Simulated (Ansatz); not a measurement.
Input for Ansatz (a quantum-chemistry and plane-wave program): R-CCSD(T)/def2-SVP on H3NSeTe (SMILES N[Te][SeH]), a point of a torsion scan. Elements past Kr take the def2 small-core potentials; no spin–orbit coupling. The run froze 24 orbitals, filled d shells among them.

Ansatz 0.2 input:
```yaml
crystal:
  periodic: [false, false, false]
  atoms:
    - {symbol: N, position_ang: [-1.15449579, 0.12459747, -0.09442719]}
    - {symbol: Te, position_ang: [0.10973868, -0.92460978, 1.09604712]}
    - {symbol: Se, position_ang: [2.04006382, -0.47342941, -0.48703621]}
    - {symbol: H, position_ang: [-1.91291521, -0.44269435, -0.44490183]}
    - {symbol: H, position_ang: [-1.55650064, 0.92098802, 0.37883424]}
    - {symbol: H, position_ang: [2.97155127, -1.21032769, 0.33015543]}
basis:
  gaussian:
    orbitals: def2-SVP
magnetization: {spin_polarized: false}
correlation: {method: ccsd_t, electrons: outside_noble_gas}
scf: {lower_state_search: off}
```

Question: What total energy does the run end on?

Answer: -2723.1187 hartree (reference determinant -2722.6783, T1 diagnostic 0.013).

Question: How many basis functions does it have, and what does it roughly cost on one machine?

Answer: 87 functions; roughly 5 core-seconds.
